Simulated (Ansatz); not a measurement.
Basis-set extrapolation for C6H16O2Si, SMILES `CCO[Si](C)(C)OCC` (PBE0-D4/def2-TZVP geometry, frozen core, Ansatz). Multiplicity 1, RHF reference.

|  | def2-TZVPP | def2-QZVPP |
| --- | --- | --- |
| HF | -675.474860 | -675.502830 |
| MP2 correlation | -1.646418 | -1.760288 |
| CCSD(T) correlation | -1.796153 | not run |

Energies in hartree. Use E(X) = E(∞) + A·exp(−7.88·√X) for Hartree–Fock and E(X) = E(∞) + B·X^(−2.97) for correlation, with X = 3 and 4, and add CCSD(T) minus MP2 of the smaller set to the MP2 limit.

What is the CCSD(T) energy at the basis-set limit?

HF limit: -675.502830 + (-0.027970) × 0.13774 = -675.50668. MP2 limit: -1.760288 + (-0.113870) × 0.74074 = -1.84464. Higher-order term: -1.796153 − (-1.646418) = -0.14974. Total: -677.50106 hartree, 604.0 kJ/mol below CCSD(T)/def2-TZVPP.
